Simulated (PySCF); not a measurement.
Species: 1,3,5-trifluorobenzene, C6H3F3.
Bonds: F1–C2, C2–C3 (aromatic), C3–C4 (aromatic), C4–F5, C4–C6 (aromatic), C6–C7 (aromatic), C7–F8, C7–C9 (aromatic), C2–C9 (aromatic). Hydrogens: H10 on C3; H11 on C6; H12 on C9.

The same species was optimised twice, with GFN2-xTB and with PBE0-D3(BJ)/def2-SVP (PySCF), and the same property calculations (PySCF, gas phase) were run on both structures.

```tsv
coordinate	GFN2-xTB	PBE0-D3(BJ)/def2-SVP	change
C4–F5 (Å)	1.340	1.327	-0.013
C7–F8 (Å)	1.340	1.327	-0.013
F1–C2 (Å)	1.340	1.327	-0.013
C6–C7 (Å)	1.384	1.390	+0.006
C7–C9 (Å)	1.384	1.390	+0.006
C4–C6 (Å)	1.384	1.390	+0.006
C2–C9 (Å)	1.384	1.390	+0.006
C3–C4 (Å)	1.384	1.390	+0.006
C2–C3 (Å)	1.384	1.390	+0.006
C4–C6–C7 (°)	117.6	117.4	-0.2
C3–C4–C6 (°)	122.4	122.6	+0.2
C3–C4–F5 (°)	118.8	118.7	-0.1
F8–C7–C9 (°)	118.8	118.7	-0.1
C6–C7–C9 (°)	122.4	122.6	+0.2
C2–C3–C4 (°)	117.6	117.4	-0.2
C3–C2–C9 (°)	122.4	122.6	+0.2
C2–C9–C7 (°)	117.6	117.4	-0.2
```

Rotational constants: A = 1761, B = 1761, C = 880.5 MHz (GFN2-xTB) against A = 1764, B = 1763, C = 881.9 MHz (PBE0-D3(BJ)/def2-SVP). Point groups within 0.08 Å: D3h and D3h.

On the GFN2-xTB structure: HOMO (eV) -7.81 [PBE0/pcSseg-1]; LUMO (eV) -0.66 [PBE0/pcSseg-1]; GIAO shielding of F1/F5/F8 (mean) (ppm) 279.9 [PBE0/pcSseg-1]; GIAO shielding of C2/C4/C7 (mean) (ppm) 13.2 [PBE0/pcSseg-1]; GIAO shielding of C3/C6/C9 (mean) (ppm) 81.2 [PBE0/pcSseg-1].

Task: What do these properties become on the PBE0-D3(BJ)/def2-SVP structure?

Result: 
```json
{"property": "HOMO (eV)", "level": "PBE0/pcSseg-1", "on GFN2-xTB": "-7.81", "on PBE0-D3(BJ)/def2-SVP": "-7.72", "change": "+0.09"}
{"property": "LUMO (eV)", "level": "PBE0/pcSseg-1", "on GFN2-xTB": "-0.66", "on PBE0-D3(BJ)/def2-SVP": "-0.63", "change": "+0.03"}
{"property": "energy, GFN2-xTB geometry as zero (kcal/mol)", "level": "PBE0/pcSseg-1", "on GFN2-xTB": "0.0", "on PBE0-D3(BJ)/def2-SVP": "0.0", "change": "0.0"}
{"property": "GIAO shielding of F1/F5/F8 (mean) (ppm)", "level": "PBE0/pcSseg-1", "on GFN2-xTB": "279.9", "on PBE0-D3(BJ)/def2-SVP": "280.8", "change": "+0.9"}
{"property": "GIAO shielding of C2/C4/C7 (mean) (ppm)", "level": "PBE0/pcSseg-1", "on GFN2-xTB": "13.2", "on PBE0-D3(BJ)/def2-SVP": "12.8", "change": "-0.4"}
{"property": "GIAO shielding of C3/C6/C9 (mean) (ppm)", "level": "PBE0/pcSseg-1", "on GFN2-xTB": "81.2", "on PBE0-D3(BJ)/def2-SVP": "80.3", "change": "-0.9"}
```

The heavy atoms differ by 0.007 Å rms after alignment. Among bonds between heavy atoms F1–C2, C4–F5 and C7–F8 change most and about equally (-0.013 Å). Changes are differences of the printed values. Neither structure is proved a minimum here.
